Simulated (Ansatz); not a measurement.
Ansatz (a first-principles code) input file for Ga(Cl)2(NH2) (Cl₂GaH₂N), SMILES [NH2][Ga]([Cl])[Cl], PBE-D3(BJ)/def2-SVP. 

Ansatz 0.2 input:
```yaml
crystal:
  periodic: [false, false, false]
  atoms:
    - {symbol: Ga, position_ang: [-0.00000000, -0.00000000, -0.26639499]}
    - {symbol: Cl, position_ang: [0.00000000, -1.83652299, 0.81940598]}
    - {symbol: Cl, position_ang: [0.00000000, 1.83652300, 0.81940597]}
    - {symbol: N, position_ang: [0.00000000, -0.00000001, -2.05464007]}
    - {symbol: H, position_ang: [0.00000000, 0.84604310, -2.60953888]}
    - {symbol: H, position_ang: [0.00000000, -0.84604313, -2.60953888]}
basis:
  gaussian:
    orbitals: def2-SVP
hamiltonian:
  xc: pbe
  dispersion: d3bj
relax: {f_tol: 0.002, max_steps: 200}
```

It prints:

```
Functional definition: PBE
integrals: 0.04 GiB planned
1033 factors; their error is unknown
mean field: 0.23 GiB planned
mean field evaluation 1: about -78904.1762 eV, gradient 7.1e1 eV
mean field evaluation 2: about -78847.2095 eV, gradient 1.4e2 eV
mean field evaluation 4: about -78913.3631 eV, gradient 1.6e1 eV
mean field evaluation 8: about -78913.8371 eV, gradient 6.5e-2 eV
mean field evaluation 16: about -78913.7855 eV, gradient 4.9e-5 eV
mean field -78913.78551508 eV, -2900.0281279944 hartree, gradient 1.3e-5 eV, S^2 0.000000; 0 other end points of the search recorded, 0 dependent functions left out
the calculation of the forces begins
reference -78913.78555062 eV, -2900.0281293004 hartree; 37, 37 occupied and 55, 55 virtual orbitals, 1033 factors
relax step   1: F+E_penalty+E_count = -78913.91707936 eV  Δ(F+E_penalty+E_count) = +0.000e0 eV  max|allowed force component| = 3.269e-1 eV/Å  Δτ_max = 0.0000 Å  (28 SCF iters, accepted)
these checks for a lower state are left out or cut short: starts, cluster_reference, orbital_swaps, neighbouring_geometries, increment
integrals: 0.04 GiB planned
1033 factors; their error is unknown
mean field: 0.23 GiB planned
mean field -78913.79612086 eV, -2900.0285177494 hartree, gradient 1.4e-5 eV, S^2 0.000000; 0 other end points of the search recorded, 0 dependent functions left out
the calculation of the forces begins
reference -78913.79615653 eV, -2900.0285190603 hartree; 37, 37 occupied and 55, 55 virtual orbitals, 1033 factors
relax step   2: F+E_penalty+E_count = -78913.92678578 eV  Δ(F+E_penalty+E_count) = -9.706e-3 eV  max|allowed force component| = 1.156e-1 eV/Å  Δτ_max = 0.0166 Å  (31 SCF iters, accepted)
these checks for a lower state are left out or cut short: starts, cluster_reference, orbital_swaps, neighbouring_geometries, increment
integrals: 0.04 GiB planned
1033 factors; their error is unknown
mean field: 0.22 GiB planned
mean field evaluation 32: about -78913.7970 eV, gradient 1.4e-5 eV
mean field -78913.79704107 eV, -2900.0285515666 hartree, gradient 1.4e-5 eV, S^2 0.000000; 0 other end points of the search recorded, 0 dependent functions left out
the calculation of the forces begins
reference -78913.79707679 eV, -2900.0285528791 hartree; 37, 37 occupied and 55, 55 virtual orbitals, 1033 factors
relax step   3: F+E_penalty+E_count = -78913.92747347 eV  Δ(F+E_penalty+E_count) = -6.877e-4 eV  max|allowed force component| = 3.258e-2 eV/Å  Δτ_max = 0.0036 Å  (31 SCF iters, accepted)
these checks for a lower state are left out or cut short: starts, cluster_reference, orbital_swaps, neighbouring_geometries, increment
integrals: 0.04 GiB planned
1033 factors; their error is unknown
mean field: 0.22 GiB planned
mean field -78913.79706198 eV, -2900.0285523350 hartree, gradient 1.7e-5 eV, S^2 0.000000; 0 other end points of the search recorded, 0 dependent functions left out
the calculation of the forces begins
reference -78913.79709769 eV, -2900.0285536474 hartree; 37, 37 occupied and 55, 55 virtual orbitals, 1033 factors
relax step   4: F+E_penalty+E_count = -78913.92748853 eV  Δ(F+E_penalty+E_count) = -1.506e-5 eV  max|allowed force component| = 1.227e-2 eV/Å  Δτ_max = 0.0005 Å  (19 SCF iters, accepted)
these checks for a lower state are left out or cut short: starts, cluster_reference, orbital_swaps, neighbouring_geometries, increment
integrals: 0.04 GiB planned
1033 factors; their error is unknown
mean field: 0.23 GiB planned
mean field -78913.79705709 eV, -2900.0285521554 hartree, gradient 3.5e-5 eV, S^2 0.000000; 0 other end points of the search recorded, 0 dependent functions left out
the calculation of the forces begins
reference -78913.79709280 eV, -2900.0285534677 hartree; 37, 37 occupied and 55, 55 virtual orbitals, 1033 factors
relax step   5: F+E_penalty+E_count = -78913.92749394 eV  Δ(F+E_penalty+E_count) = -5.405e-6 eV  max|allowed force component| = 9.616e-4 eV/Å  Δτ_max = 0.0007 Å  (20 SCF iters, accepted)
integrals: 0.04 GiB planned
1033 factors; their error is unknown
mean field: 0.23 GiB planned
mean field evaluation 64: about -78913.7971 eV, gradient 3.5e-5 eV
mean field -78913.79705709 eV, -2900.0285521554 hartree, gradient 3.5e-5 eV, S^2 0.000000; 1 other end points of the search recorded, 0 dependent functions left out
the calculation of the forces begins
reference -78913.79709280 eV, -2900.0285534677 hartree; 37, 37 occupied and 55, 55 virtual orbitals, 1033 factors
Total energy: -78913.92752965 eV, -2900.0333469334 hartree
Atom 0 at     0.000000    -0.000000    -0.259251 Å, force    -0.000000     0.000000     0.000962 eV/Å
Atom 1 at     0.000000    -1.854819     0.827752 Å, force     0.000000    -0.000072    -0.000353 eV/Å
Atom 2 at    -0.000000     1.854819     0.827752 Å, force     0.000000     0.000072    -0.000353 eV/Å
Atom 3 at    -0.000000    -0.000000    -2.061595 Å, force    -0.000000    -0.000000     0.000410 eV/Å
Atom 4 at     0.000000     0.854938    -2.617979 Å, force     0.000000    -0.000617    -0.000333 eV/Å
Atom 5 at    -0.000000    -0.854938    -2.617979 Å, force     0.000000     0.000617    -0.000333 eV/Å
Dipole moment:    -0.000000     0.000000    -0.590585 e Å
```

Self-consistency was reached.

Cost: about 19 core-seconds (a rough figure).
